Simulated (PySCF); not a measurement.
Gas-phase reaction: ZrCl4.H2O + ZrCl2(OH)2 + O3 = 2 ZrCl3OH + 2 HO2

Energies from PySCF, thermal terms from the rigid-rotor harmonic-oscillator model, ideal gas at 1 bar. † marks an energy on the PBE0/def2-TZVP geometry and frequencies. Open shells (unrestricted): HO2 (multiplicity 2); the rest are closed-shell singlets. B3LYP is the form with VWN-RPA correlation. Zr: scalar-relativistic def2 core potential, no spin-orbit coupling. Adducts (ZrCl4.H2O) have no counterpoise correction, and HF, PBE, BLYP, B3LYP and PBE0 lack dispersion. ZrCl4.H2O, ZrCl2(OH)2, ZrCl3OH: computed as isolated molecules; such fragments, hydroxides, amides, oligomers or adducts are transient or little studied in the gas. The harmonic model lacks anharmonicity and excited electronic states, which grow with temperature; levels with a mode under 35 cm⁻¹ are left out. Strong static correlation: O3. Soft modes under 120 cm⁻¹ make the harmonic entropy rough for ZrCl4.H2O, ZrCl2(OH)2, ZrCl3OH.

```json
[
 {"level": "B3LYP/def2-TZVP†", "ΔE electronic, kJ": "107", "ΔH°(298 K), kJ": "99", "ΔS°(298 K), J/K": "152", "ΔG°(2000 K), kJ": "-173"},
 {"level": "BLYP/def2-TZVP†", "ΔE electronic, kJ": "136", "ΔH°(298 K), kJ": "128", "ΔS°(298 K), J/K": "152", "ΔG°(2000 K), kJ": "-144"},
 {"level": "HF/def2-TZVP†", "ΔE electronic, kJ": "-127", "ΔH°(298 K), kJ": "-135", "ΔS°(298 K), J/K": "152", "ΔG°(2000 K), kJ": "-407"},
 {"level": "M06-2X/def2-TZVP†", "ΔE electronic, kJ": "120", "ΔH°(298 K), kJ": "112", "ΔS°(298 K), J/K": "152", "ΔG°(2000 K), kJ": "-160"},
 {"level": "PBE0/def2-SVP†", "ΔE electronic, kJ": "124", "ΔH°(298 K), kJ": "116", "ΔS°(298 K), J/K": "152", "ΔG°(2000 K), kJ": "-156"}
]
```
ΔH° is lowest at HF/def2-TZVP† and highest at BLYP/def2-TZVP†. No reference value is set beside these.
